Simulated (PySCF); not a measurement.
Dipole polarisabilities along group 10

Calculated with PySCF 2.14 for the ground configurations, without spin-orbit coupling: coupled response for Hartree-Fock and DFT. Mean α in bohr³, C₆ of like pairs in atomic units.

| species | α UHF | α PBE | α PBE0 | α recommended (Schwerdtfeger and Nagle) | C₆ UHF | C₆ PBE | C₆ PBE0 |
| --- | --- | --- | --- | --- | --- | --- | --- |
| Ni [Ar] 3d8 4s2 (def2-QZVPPD, non-relativistic) | 65.28 | 49.37 | 52.53 | 49 ± 3 | 576.7 | 400.1 | 433.3 |
| Pd [Kr] 4d10 (def2-QZVPPD with the def2 core potential (28 electrons), ECP) | 19.83 | 27.14 | 24.48 | 26.14 ± 0.1 | 137.5 | 193.8 | 174.2 |
| Pt [Xe] 4f14 5d9 6s1 (def2-QZVPPD with the def2 core potential (60 electrons), ECP) | 53.05 | 38.79 | 40.07 | 48 ± 4 | 491.5 | 373.6 | 381.2 |

Hartree-Fock lacks correlation. All values carry a basis error, and heavy open shells lack spin-orbit coupling.
